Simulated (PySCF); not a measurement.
From one molecule to another.

First species: C3H9FGeSi.
Numbering: `[CH2:1]=[CH:2][SiH2:3][CH2:4][GeH2:5][F:6]` (hydrogens: H7, H8 on C1; H9 on C2; H10, H11 on Si3; H12, H13 on C4; H14, H15 on Ge5)

Second species: C3H3NO.
Z-matrix (Å and degrees, PBE0-D3(BJ)/def2-SVP geometry), rows numbered from 1:
```
C 
C   1  1.3371
N   2  1.3757  1  125.58
C   3  1.1993  2  149.87  1     1.28
O   4  1.1690  3  174.50  2   179.55
H   1  1.0910  2  119.66  3   179.98
H   1  1.0927  2  122.03  3    -0.02
H   2  1.0941  1  120.91  3  -179.93
```

Levels: PBE0/def2-SVPD for dipole moment, HOMO energy, LUMO energy, HOMO–LUMO gap, static isotropic polarisability and electronic spatial extent ⟨r²⟩ about the centre of nuclear charge; TDDFT PBE0/def2-SVPD for lowest singlet excitation; TDA PBE0/def2-SVPD for lowest triplet excitation (Tamm–Dancoff); ΔSCF PBE0/def2-SVPD for vertical ionisation energy; PBE0-D3(BJ)/def2-SVP for rotational constant A and rotational constant C. Geometries: PBE0-D3(BJ)/def2-SVP. Each species is one conformer at its optimised geometry, gas phase, non-relativistic unless stated. Electronic properties by PySCF.

Dipoles, sizes and rotational constants follow the conformer. The torsions of the flexible species, by atom-mapped SMILES:
- `[CH2:1]=[CH:2][SiH2:3][CH2:4][GeH2:5][F:6]`: C1–C2–Si3–C4 112°, C2–Si3–C4–Ge5 55°, Si3–C4–Ge5–F6 8°
- `[CH2:1]=[CH:2][N:3]=[C:4]=[O:5]`: C1–C2–N3–C4 1°

```json
{"property": "dipole moment", "column X": "2.31 D", "column Y": "2.41 D"}
{"property": "HOMO energy", "column X": "-7.38 eV", "column Y": "-7.90 eV"}
{"property": "LUMO energy", "column X": "-0.84 eV", "column Y": "-0.52 eV"}
{"property": "HOMO–LUMO gap", "column X": "6.54 eV", "column Y": "7.38 eV"}
{"property": "lowest singlet excitation", "column X": "6.09 eV", "column Y": "6.56 eV"}
{"property": "lowest triplet excitation (Tamm–Dancoff)", "column X": "3.71 eV", "column Y": "4.17 eV"}
{"property": "static isotropic polarisability", "column X": "48.7 au", "column Y": "93.8 au"}
{"property": "vertical ionisation energy", "column X": "9.55 eV", "column Y": "9.81 eV"}
{"property": "electronic spatial extent ⟨r²⟩ about the centre of nuclear charge", "column X": "458 bohr²", "column Y": "1338 bohr²"}
{"property": "rotational constant A", "column X": "25.315 GHz", "column Y": "3.279 GHz"}
{"property": "rotational constant C", "column X": "2.532 GHz", "column Y": "0.876 GHz"}
```

(1) Which column belongs to which species?

(2) How does each property change from the first species to the second?

Results:

(1) Column X is the second species and column Y the first. The first has 15 atoms and 82 electrons, the second 8 and 36.

(2) dipole moment -0.10 D; HOMO energy +0.52 eV; LUMO energy -0.32 eV; HOMO–LUMO gap -0.84 eV; lowest singlet excitation -0.47 eV; lowest triplet excitation (Tamm–Dancoff) -0.46 eV; static isotropic polarisability -45.1 au; vertical ionisation energy -0.26 eV; electronic spatial extent ⟨r²⟩ about the centre of nuclear charge -880 bohr²; rotational constant A +22.036 GHz; rotational constant C +1.656 GHz.

On the first: The ΔSCF ionisation energy exceeds −ε(HOMO) by 1.91 eV with PBE0. The principal polarisabilities are 77.4, 89.7 and 114.3 au; their mean is the isotropic value. Relativistic effects, spin–orbit coupling among them, are left out although an element past zinc is present.

On the second: The 10 singlets span 6.09 to 8.63 eV, and their oscillator strengths add up to 0.58. S1 lies 0.45 eV below the HOMO–LUMO gap; its leading configuration is HOMO→LUMO, weight 0.84.
